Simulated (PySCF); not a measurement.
# Structure from 2D NMR

Compound of formula C$_{8}$H$_{8}$O. Correlations simulated from computed shifts and couplings:

HSQC (one-bond C–H):
| δH | δC | 1J(C,H) (Hz) |
| --- | --- | --- |
| 8.06 | 149.0 | 182 |
| 7.15 | 149.4 | 173 |
| 6.67 | 149.0 | 165 |
| 6.54 | 136.4 | 178 |
| 6.51 | 139.3 | 181 |
| 2.39 | 28.7 | 134 |

COSY cross peaks (|J| ≥ 2 Hz):
| δH | δH | abs. J (Hz) | bonds |
| --- | --- | --- | --- |
| 8.06 | 6.67 | 3.2 | 2 |
| 7.15 | 6.54 | 3.0 | 3 |
| 6.54 | 6.51 | 6.1 | 3 |

HMBC (two and three bonds, |J| ≥ 2.5 Hz):
| δH | δC [abs. J in Hz] |
| --- | --- |
| 8.06 | 154.7 [2.7], 139.3 [11.8], 133.9 [4.7] |
| 7.15 | 195.9 [3.2], 154.7 [9.9], 139.3 [7.5], 136.4 [5.3], 133.9 [2.9] |
| 6.67 | 139.3 [7.3], 133.9 [8.5] |
| 6.54 | 154.7 [10.1], 149.4 [6.4], 139.3 [3.1], 133.9 [6.2] |
| 6.51 | 154.7 [8.4], 149.4 [11.2], 136.4 [3.5], 133.9 [4.3] |
| 2.39 | 195.9 [5.3] |

Carbons without hydrogens: δ 195.9, 154.7, 133.9.

Level of theory: spin–spin couplings from B3LYP/pcJ-1 (without the spin–dipole term), shielding tensors at PBE0/pcSseg-1 (GIAO), coordinates at the PBE0-D3(BJ)/def2-SVP level, in PySCF (no relativistic terms, isolated molecule, fast rotation and ring inversion assumed for equivalent nuclei, single conformer).

δ = σ(ref) − σ, references computed at the same level: TMS for 1H, 13C.

Exchangeable hydrogens are left out of these lists, and C,H couplings along chains are those of one rotamer, so weak HMBC peaks may be missing or extra.

Problem. Work out the connectivity.

Solution. SMILES C=C1C=CC=C1C(C)=O.

Structure with atom numbers: `[CH2:1]=[C:2]1[CH:3]=[CH:4][CH:5]=[C:6]1[C:7]([CH3:8])=[O:9]`. Each H is labelled by its parent atom. Ha(C1) is cis to C3; Hb(C1) is trans to C3.

- δC 195.9 is C7, a ketone carbonyl carbon.
- δC 154.7 is C2, a fully substituted alkene carbon.
- δC 149.4 is C5, a β carbon of a C=C–C=O unit (δH 7.15).
- δC 149.0 is C1, a terminal =CH2 carbon (δH 8.06, 6.67).
- δC 139.3 is C3, an alkene CH (δH 6.51).
- δC 136.4 is C4, an alkene CH (δH 6.54).
- δC 133.9 is C6, an α carbon of a C=C–C=O unit.
- δC 28.7 is C8, a methyl carbon α to a carbonyl (δH 2.39).
- HMBC from δH 8.06 reaches the proton-free carbons C2, C6.
- HMBC from δH 7.15 reaches the proton-free carbons C7, C2, C6.
- HMBC from δH 6.67 reaches the proton-free carbon C6.
- HMBC from δH 6.54 reaches the proton-free carbons C2, C6.
- COSY links 8.06–6.67, 7.15–6.54, 6.54–6.51.

The data come from this structure; uniqueness wasn't tested.

Unscaled 3J(H,H) at this level run about 10 % above measured values. Shifts are as computed. Against solution values, carbons near 30 ppm lie about +2 ppm off and those near 130 ppm about +5 ppm. Of 1211 compounds with measured shifts, 218 miss one by over three times the rms of a fit or turn the order of signals round; such compounds aren't used in these exercises.
